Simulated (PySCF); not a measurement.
BF2, SMILES [B](F)F (connectivity only; charge and spin as stated), charge +1, multiplicity 1.

Geometry optimised at PBE0-D3(BJ)/def2-TZVP. The spin state was assumed, not searched. The isomer is the one that the SMILES or the coordinates give; other isomers of the formula were not compared.

The numbers are results of PBE0-D3(BJ)/def2-TZVP in PySCF, not measurements.

No scaling factor is applied to the harmonic values.

Modes within 1.5 cm⁻¹ of each other (mostly degenerate sets) share a row, with their intensities summed.

Problem. Estimate the vibrational spectrum. (An estimate is asked for; the answer gives what the named calculation found.)

Solution. 
```
mode  ν (cm⁻¹)  IR (km/mol)  Raman (Å⁴/amu)  depolarisation  moving atoms (share of kinetic energy)
----  --------  -----------  --------------  --------------  --------------------------------------
1–2        459        286.6             0.0               –                          B 78 %, F 22 %
3         1038          0.0             4.6            0.11                                 F 100 %
4         2100        464.4             0.0               –                          B 78 %, F 22 %
```
